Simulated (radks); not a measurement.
Dynamic dipole polarisability and lines of the nitrogen ion N4+, [He] 2s1. Method: non-relativistic Kohn-Sham, LDA (Slater exchange, Perdew-Wang correlation), spin-polarised, spherical densities, point nucleus; open shells are filled with parallel spins first; computed with a radial shooting solver on a logarithmic mesh with Libxc functionals. Time-dependent linear response with the Hartree and adiabatic LDA kernel, continuum included through the Sternheimer equations. Lines are the poles of the dipole polarisability below minus the highest occupied eigenvalue, found on a grid refined at the orbital gaps; the lowest seven at most are given, and weak or close lines can be missed. The first line takes the name of the lowest orbital gap if no other gap lies below it; otherwise a line is named after a gap within 0.6 % of it, if that gap stands alone.

photon energy (eV),alpha (bohr^3)
0,1.585
4.382,1.895
10.224,22.73
16.066,-1.054
21.909,-0.3571
27.751,-0.1481
33.593,-0.04525
39.436,0.02526
45.278,0.09684
51.120,0.2295
56.963,2.008
62.805,-0.2587
68.647,-0.04051
74.490,-0.2254
80.332,-0.1231

Lines (eV, oscillator strength): 10.580 (117.2 nm, 2s-2p), f = 0.226; 57.734 (21.48 nm, unassigned), f = 0.239; 72.940 (17.00 nm, 2s-4p), f = 0.0591; 79.100 (15.67 nm, 2s-5p), f = 0.0247. Higher lines, where found, are left out when the end of the mesh affects them. Those listed give 99 % of the static polarisability (sum of f/w^2). Orbital energy gaps for comparison: 2s-2p 9.781 eV; 2s-3p 58.509 eV; 2s-4p 73.156 eV; 2s-5p 79.198 eV. At laser wavelengths: 1550 nm 1.593, 1064 nm 1.603, 780 nm 1.619, 532 nm 1.661, 355 nm 1.768, 266 nm 1.946, 193 nm 2.460 bohr^3.
